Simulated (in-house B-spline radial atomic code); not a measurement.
The numbers below are computed, except where a source is named.
**Weak and strong correlation along the adiabatic connection**

Two-electron singlets in several external potentials (atomic units), by full CI in B-splines with partial waves to l = 8 (correlation energies up to 0.6 % small). The repulsion is scaled by λ at fixed density; W(λ) is the mean repulsion less the Hartree energy, W(0) = E_x, and the area under W from 0 to 1 is E_xc.

One system gave this curve:

| λ | W (hartree) |
| --- | --- |
| 0 | -2.3477 |
| 0.02 | -2.3496 |
| 0.05 | -2.3524 |
| 0.12 | -2.3588 |
| 0.25 | -2.3705 |
| 0.4 | -2.3836 |
| 0.6 | -2.4006 |
| 0.8 | -2.4169 |
| 1 | -2.4327 |
| 1.4 | -2.4625 |
| 2 | -2.5035 |
| 3 | -2.5635 |
| 4.5 | -2.6379 |
| 7 | -2.7323 |
| 10 | -2.8138 |

Question: Which system is it?
A. −Z/r, Z = 4, wall at 1.4 bohr
B. −Z exp(−kr)/r, Z = 1.82, k = 0.517
C. −Z/r, Z = 17
D. −Z/r, Z = 0.5, wall at 1.4 bohr

Answer: A. The exchange energy sets the size: −Z/r, Z = 4, wall at 1.4 bohr: E_x = -2.35, E_c = -0.0438; −Z/r, Z = 17: E_x = -10.4, E_c = -0.0459; −Z/r, Z = 0.5, wall at 1.4 bohr: E_x = -1.3, E_c = -0.0473; −Z exp(−kr)/r, Z = 1.82, k = 0.517: E_x = -0.794, E_c = -0.0442 hartree.
